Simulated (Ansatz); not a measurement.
A geometry relaxed with PBE-D3(BJ)/def2-SVP (Ansatz, a quantum-chemistry and plane-wave program), charge 0, multiplicity 2:

```xyz
9

H     -1.2778     0.4593    -0.9159
H     -1.2700     0.5915     0.8566
N      0.0570    -0.8655     0.0706
H      2.1403    -0.5690     0.0174
H      1.1815     0.6238    -0.9442
C     -1.1813    -0.1505     0.0203
H     -2.0479    -0.8398     0.0767
H      1.2073     0.7471     0.8289
C      1.1909     0.0031    -0.0103
```

Write the SMILES of this molecule.

`C[N]C`
